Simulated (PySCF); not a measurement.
H₄Si, triplet, geometry from GFN2-xTB (a higher spin typed on purpose: for a closed-shell molecule this is an excited state); B3LYP/def2-SVP (PySCF).

PySCF was given this input:
```python
from pyscf import gto, scf, dft

mol = gto.M(
    atom='''
Si   -0.00000000   -0.00000000   -0.00000000
H     0.21636537    1.47416717   -0.01722191
H    -1.34501321    0.20450964    0.60777848
H     1.34501321   -0.20450964   -0.60777848
H    -0.21636537   -1.47416717    0.01722191
''',
    basis='def2-svp',
    spin=2,
    verbose=4,
)

mf = dft.UKS(mol)
mf.xc = 'b3lyp'
mf.grids.prune = dft.gen_grid.sg1_prune
mf.kernel()
```

The log (banner, timings and long lists left out):

```
PySCF version 2.14.0

[INPUT] verbose = 4
[INPUT] num. atoms = 5
[INPUT] num. electrons = 18
[INPUT] charge = 0
[INPUT] spin (= nelec alpha-beta = 2S) = 2
[INPUT] symmetry False subgroup None
[INPUT] Mole.unit = angstrom
[INPUT] Symbol           X                Y                Z      unit          X                Y                Z       unit  Magmom
[INPUT]  1 Si     0.000000000000   0.000000000000   0.000000000000 AA    0.000000000000   0.000000000000   0.000000000000 Bohr   0.0
[INPUT]  2 H      0.216365370000   1.474167170000  -0.017221910000 AA    0.408871292140   2.785772213125  -0.032544693242 Bohr   0.0
[INPUT]  3 H     -1.345013210000   0.204509640000   0.607778480000 AA   -2.541706600822   0.386467209433   1.148534871604 Bohr   0.0
[INPUT]  4 H      1.345013210000  -0.204509640000  -0.607778480000 AA    2.541706600822  -0.386467209433  -1.148534871604 Bohr   0.0
[INPUT]  5 H     -0.216365370000  -1.474167170000   0.017221910000 AA   -0.408871292140  -2.785772213125   0.032544693242 Bohr   0.0

nuclear repulsion = 21.2473563960563
number of shells = 20
number of NR pGTOs = 64
number of NR cGTOs = 38
basis = def2-svp
ecp = {}

******** <class 'pyscf.dft.uks.UKS'> ********
method = UKS
initial guess = minao
damping factor = 0
level_shift factor = 0
DIIS = <class 'pyscf.scf.diis.CDIIS'>
diis_start_cycle = 1
diis_space = 8
diis_damp = 0
SCF conv_tol = 1e-09
SCF conv_tol_grad = None
SCF max_cycles = 50
direct_scf = True
direct_scf_tol = 1e-13
number electrons alpha = 10  beta = 8
XC library pyscf.dft.libxc version 7.1.2
    S. Lehtola, C. Steigemann, M. J. T. Oliveira, and M. A. L. Marques,  SoftwareX 7, 1–5 (2018)
XC functionals = b3lyp
    P. J. Stephens, F. J. Devlin, C. F. Chabalowski, and M. J. Frisch,  J. Phys. Chem. 98, 11623 (1994)
radial grids:
    Treutler-Ahlrichs [JCP 102, 346 (1995); DOI:10.1063/1.469408] (M4) radial grids

becke partition: Becke, JCP 88, 2547 (1988); DOI:10.1063/1.454033
pruning grids: <function sg1_prune>
grids dens level: 3
symmetrized grids: False
atomic radii adjust function: <function treutler_atomic_radii_adjust>
small_rho_cutoff = 0
Set gradient conv threshold to 3.16228e-05
tot grids = 23640
init E= -291.531574778216

cycle= 1 E= -291.635107660375  delta_E= -0.104  |g|= 0.051  |ddm|= 1.39
cycle= 2 E= -291.63709637415  delta_E= -0.00199  |g|= 0.0108  |ddm|= 0.0843
cycle= 3 E= -291.637193647069  delta_E= -9.73e-05  |g|= 0.00382  |ddm|= 0.0213
cycle= 4 E= -291.637206302372  delta_E= -1.27e-05  |g|= 0.00126  |ddm|= 0.00882
cycle= 5 E= -291.637207770311  delta_E= -1.47e-06  |g|= 0.000151  |ddm|= 0.00246
cycle= 6 E= -291.63720780842  delta_E= -3.81e-08  |g|= 1.22e-05  |ddm|= 0.000509
cycle= 7 E= -291.637207808701  delta_E= -2.8e-10  |g|= 9.67e-07  |ddm|= 4.78e-05
Extra cycle  E= -291.637207808702  delta_E= -1.48e-12  |g|= 2.14e-07  |ddm|= 2.34e-06
converged SCF energy = -291.637207808702  <S^2> = 2.0041182  2S+1 = 3.0027442
```
